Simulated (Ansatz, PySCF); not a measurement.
The Ansatz (a quantum-chemistry and plane-wave program) input:
Ansatz 0.2 input:
```yaml
crystal:
  periodic: [false, false, false]
  atoms:
    - {symbol: C, position_ang: [1.17379428, -0.29888506, -0.03064780]}
    - {symbol: C, position_ang: [-0.00061861, 0.69049820, -0.11946954]}
    - {symbol: N, position_ang: [-1.28175622, -0.07360499, 0.01875596]}
    - {symbol: H, position_ang: [2.13180660, 0.23713849, 0.01082447]}
    - {symbol: H, position_ang: [1.16758703, -1.00712786, 0.84854650]}
    - {symbol: H, position_ang: [1.20574491, -0.94467985, -0.92468513]}
    - {symbol: H, position_ang: [0.04801484, 1.28923134, 0.84658688]}
    - {symbol: H, position_ang: [-1.25328855, -0.75326842, 0.80694167]}
    - {symbol: H, position_ang: [-1.36662521, -0.65573752, -0.81880195]}
basis:
  gaussian:
    orbitals: cc-pVDZ
hamiltonian:
  xc: b3lyp5
total_charge: -1
accuracy: high
```

Convert this to an input for PySCF.

Several could match; the one computed here: 
```python
from pyscf import gto, scf, dft

mol = gto.Mole()
mol.atom = '''
    C     1.17379428   -0.29888506   -0.03064780
    C    -0.00061861    0.69049820   -0.11946954
    N    -1.28175622   -0.07360499    0.01875596
    H     2.13180660    0.23713849    0.01082447
    H     1.16758703   -1.00712786    0.84854650
    H     1.20574491   -0.94467985   -0.92468513
    H     0.04801484    1.28923134    0.84658688
    H    -1.25328855   -0.75326842    0.80694167
    H    -1.36662521   -0.65573752   -0.81880195
'''
mol.basis = 'cc-pvdz'
mol.charge = -1
mol.verbose = 4
mol.build()

mf = dft.RKS(mol)
mf.xc = 'b3lyp5'
mf.grids.atom_grid = (99, 590)
mf.grids.prune = None
mf.kernel()
```

Both were run: Ansatz gave -134.383417 Eh and PySCF -134.383418 Eh, 0.000 mEh apart.
